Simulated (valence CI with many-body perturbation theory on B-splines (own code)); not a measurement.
**E1 line list for Sc VIII**

Calculated by configuration interaction combined with many-body perturbation theory (CI+MBPT): four valence electrons over a frozen Dirac-Fock core [Ne], a basis of 11 s, 11 p, 9 d, 7 f, 5 g, 2 h, 1 i functions for each j, with the one-electron correlation potential Σ1, the two-electron term Σ2, the three-electron term Σ3, Breit, model QED; selected CI, second order for the rest, scaled by the run's own slope (own B-spline code, finite nucleus).

Against 21 measured levels this calculation errs by 87 cm⁻¹ on average and by 341 at most. These come from a selection out of Sugar and Corliss, J. Phys. Chem. Ref. Data 9, 473 (1980). Levels without a partner in it may be off by more.

Lines 51 to 100 of 223 in falling wavelength, among levels below 533540 cm⁻¹, chosen from the strongest by gf and those to the six lowest levels. Wavelengths and rates use the calculated energies, so an error of 90 cm⁻¹ moves a line at 494.3 Å by 0.044 % and its rate by three times that or more. Electric multipoles are in the length gauge, E1 and E2 with the static RPA response of the core. Weak lines are less certain than strong ones. Lines between different terms over intervals too small for the method are left out, as are lines whose strength nearly cancels. The highest levels of a list are the least certain.

Names give the largest LS component (configuration and term), which can be under half, so a name can repeat, a term be missing and a line seem to break the LS rules; names also repeat where a configuration has a term twice. Letters in brackets count levels of one name in rising energy.

```
λ vac (Å)  λ from measured levels               Upper            Lower   A (s⁻¹)  S (a.u.) with core polarisation  S without
    507.3                          3s.3p2.3d 3D_3 [b]  3s2.3p.3d 3P°_2  6.01e+08                         2.71e-01   2.83e-01
    506.2                          3s.3p2.3d 3P_0 [b]  3s2.3p.3d 3P°_1  7.58e+08                         4.86e-02   5.05e-02
    505.2                              3s.3p2.3d 1P_1  3s2.3p.3d 3P°_2  6.71e+08                         1.28e-01   1.34e-01
    501.9                          3s.3p2.3d 3P_2 [b]  3s2.3p.3d 3P°_1  1.67e+08                         5.20e-02   5.42e-02
    498.9                              3s.3p2.3d 3G_4  3s2.3p.3d 3F°_4  1.55e+08                         8.55e-02   8.90e-02
    497.8                              3s.3p2.3d 3G_5  3s2.3p.3d 3F°_4  3.17e+09                         2.12e+00   2.21e+00
    497.5                          3s.3p2.3d 3P_1 [b]  3s2.3p.3d 3P°_2  3.53e+08                         6.43e-02   6.69e-02
    494.8                          3s.3p2.3d 3P_2 [b]  3s2.3p.3d 3P°_2  2.02e+08                         6.04e-02   6.28e-02
    494.3                   494.4        3s.3p3 3P°_1     3s2.3p2 3P_2  6.11e+08                         1.09e-01   1.14e-01
    494.2                   494.3        3s.3p3 3P°_2     3s2.3p2 3P_2  1.44e+09                         4.28e-01   4.47e-01
    492.9                              3s.3p2.3d 3G_3  3s2.3p.3d 3F°_3  2.19e+08                         9.04e-02   9.41e-02
    492.1                              3s.3p2.3d 3G_4  3s2.3p.3d 3F°_3  3.14e+09                         1.66e+00   1.73e+00
    491.5                   491.2        3s.3p3 1D°_2     3s2.3p2 1D_2  2.48e+09                         7.27e-01   7.60e-01
    488.1                              3s.3p2.3d 3G_3  3s2.3p.3d 3F°_2  3.16e+09                         1.27e+00   1.32e+00
    486.7                   486.8        3s.3p3 3P°_0     3s2.3p2 3P_1  1.90e+09                         1.08e-01   1.13e-01
    486.5                   486.6        3s.3p3 3P°_1     3s2.3p2 3P_1  6.39e+08                         1.09e-01   1.14e-01
    486.4                   486.5        3s.3p3 3P°_2     3s2.3p2 3P_1  3.39e+08                         9.62e-02   1.00e-01
    485.1                              3s.3p2.3d 3S_1  3s2.3p.3d 3P°_0  2.62e+08                         4.42e-02   4.60e-02
    484.9                              3s.3p2.3d 3S_1  3s2.3p.3d 1D°_2  4.08e+08                         6.89e-02   7.17e-02
    483.8                                    3p4 3P_2     3s.3p3 3D°_3  2.74e+09                         7.65e-01   7.98e-01
    482.7                                    3p4 3P_2     3s.3p3 3D°_2  5.75e+08                         1.60e-01   1.67e-01
    482.5                              3s.3p2.3d 3S_1  3s2.3p.3d 3P°_1  7.27e+08                         1.21e-01   1.26e-01
    481.2                   481.3        3s.3p3 3P°_1     3s2.3p2 3P_0  6.11e+08                         1.01e-01   1.05e-01
    475.8                              3s.3p2.3d 3S_1  3s2.3p.3d 3P°_2  6.28e+08                         1.00e-01   1.04e-01
    474.8                                    3p4 3P_1     3s.3p3 3D°_2  2.42e+09                         3.83e-01   4.00e-01
    474.7                                    3p4 3P_1     3s.3p3 3D°_1  8.93e+08                         1.41e-01   1.48e-01
    471.9                                    3p4 3P_0     3s.3p3 3D°_1  3.27e+09                         1.70e-01   1.77e-01
    459.3                   459.7        3s.3p3 3S°_1     3s2.3p2 1S_0  1.16e+08                         1.67e-02   1.75e-02
    448.3                   448.2        3s.3p3 1D°_2     3s2.3p2 3P_2  7.89e+06                         1.75e-03   1.83e-03
    441.8                   441.8        3s.3p3 1D°_2     3s2.3p2 3P_1  9.81e+06                         2.09e-03   2.17e-03
    440.9                   441.2        3s.3p3 1P°_1     3s2.3p2 1S_0  1.95e+09                         2.47e-01   2.59e-01
    434.4                          3s.3p2.3d 3F_3 [b]  3s2.3p.3d 3F°_4  1.57e+08                         4.46e-02   4.67e-02
    432.1                          3s.3p2.3d 3F_2 [b]  3s2.3p.3d 3F°_3  2.73e+08                         5.43e-02   5.67e-02
    430.2                          3s.3p2.3d 3F_4 [b]  3s2.3p.3d 3F°_4  2.14e+09                         7.57e-01   7.90e-01
    429.3                          3s.3p2.3d 3F_3 [b]  3s2.3p.3d 3F°_3  2.17e+09                         5.92e-01   6.18e-01
    428.5                          3s.3p2.3d 3F_2 [b]  3s2.3p.3d 3F°_2  2.64e+09                         5.13e-01   5.35e-01
    427.7                          3s.3p2.3d 3D_3 [b]  3s2.3p.3d 3F°_4  3.49e+08                         9.44e-02   9.74e-02
    425.7                          3s.3p2.3d 3F_3 [b]  3s2.3p.3d 3F°_2  2.04e+08                         5.44e-02   5.68e-02
    425.2                          3s.3p2.3d 3F_4 [b]  3s2.3p.3d 3F°_3  1.42e+08                         4.85e-02   5.07e-02
    425.0                          3s.3p2.3d 3D_2 [b]  3s2.3p.3d 3F°_3  5.03e+08                         9.52e-02   9.84e-02
    422.8                          3s.3p2.3d 3D_1 [b]  3s2.3p.3d 3F°_2  5.00e+08                         5.60e-02   5.78e-02
    403.8                   404.2        3s.3p3 3S°_1     3s2.3p2 1D_2  5.64e+08                         5.50e-02   5.71e-02
    403.4                          3s.3p2.3d 3P_1 [b]     3s.3p3 3S°_1  3.18e+08                         3.09e-02   3.21e-02
    401.6                          3s.3p2.3d 3P_2 [b]     3s.3p3 3S°_1  2.95e+08                         4.71e-02   4.89e-02
    395.2                             3s2.3p.3d 3F°_2     3s2.3p2 1D_2  3.87e+07                         5.89e-03   6.12e-03
    392.1                             3s2.3p.3d 3F°_3     3s2.3p2 1D_2  7.31e+06                         1.52e-03   1.56e-03
    389.5                   389.9        3s.3p3 1P°_1     3s2.3p2 1D_2  1.58e+10                         1.38e+00   1.44e+00
    388.1                                    3p4 3P_2     3s.3p3 5S°_2  2.44e+06                         3.52e-04   3.65e-04
    385.9                          3s.3p2.3d 3P_2 [a]     3s.3p3 3P°_2  2.56e+09                         3.62e-01   3.77e-01
    385.8                          3s.3p2.3d 3P_2 [a]     3s.3p3 3P°_1  9.71e+08                         1.38e-01   1.43e-01
```
